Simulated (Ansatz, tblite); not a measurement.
Spin states of CaF2⁻ (the lowest doublet isomer of a short search), each relaxed with PBE0-D4/def2-TZVPD in Ansatz. Electronic energies in the gas phase.

The xTB rows come from tblite. B3LYP takes the VWN-RPA correlation. Correlated methods freeze 7 core orbitals; core or outer-core shells of Ca are correlated, in sets that lack core-valence functions. In CCSD on the charge -1 quartet the largest single amplitude is 0.20, so its Hartree–Fock determinant may place the open shell otherwise than the density functionals do. In the quartet, F2 and F3 lie 1.95 Å apart (atoms count from 1), so these atoms are partly bonded to each other. The structure comes from a short search, and lower isomers may exist.

Doublet geometry (C2v within 0.1 Å):

Cartesian coordinates in Å:
```
Ca -0.4431 -0.4243 0.3045
F 1.5577 -0.8626 0.2943
F -1.1147 1.2869 -0.5989
```

Quartet geometry (C2v within 0.1 Å):

```xyz
3

Ca    0.5081   -0.8548   -0.8532
F    -0.3871   -0.2945    1.0706
F    -0.1209    1.1493   -0.2175
```

⟨S²⟩: doublet 0.75 at PBE0-D4/def2-TZVPD (pure 0.75), quartet 3.76 at PBE0-D4/def2-TZVPD (pure 3.75).

Run but left out: HF/STO-3G, HF/def2-TZVPD, HF/def2-TZVPPD, MP2/def2-TZVPD, MP2/def2-TZVPPD (quartet: a determinant that CCSD turns far, T1 0.047).

Only these spin states were relaxed.

```
                  level  quartet − doublet (kJ/mol)  lowest of these                                               remarks
               GFN2-xTB                      1062.1          doublet                                                     –
    B3LYP-D4/def2-TZVPD                       557.3          doublet  HOMO above zero (doublet), HOMO above zero (quartet)
CAM-B3LYP-D4/def2-TZVPD                       572.8          doublet                             HOMO above zero (quartet)
    CCSD(T)/def2-TZVPPD                       580.3          doublet                            large T1 (0.047) (quartet)
```

(1) Estimate the rows for r2SCAN-D4/def2-TZVPD, PBE0-D4/def2-TZVPD, RPA@PBE/def2-TZVPD, CCSD/def2-TZVPPD.

Answers

(1) 
| level | quartet − doublet (kJ/mol) | lowest of these | remarks |
| --- | --- | --- | --- |
| r2SCAN-D4/def2-TZVPD | 531.1 | doublet | HOMO above zero (doublet), HOMO above zero (quartet) |
| PBE0-D4/def2-TZVPD | 543.9 | doublet | HOMO above zero (doublet), HOMO above zero (quartet) |
| RPA@PBE/def2-TZVPD | 514.3 | doublet | – |
| CCSD/def2-TZVPPD | 582.2 | doublet | large T1 (0.047) (quartet) |

The xTB methods have no term that favours high spin, so they put low spin too low.
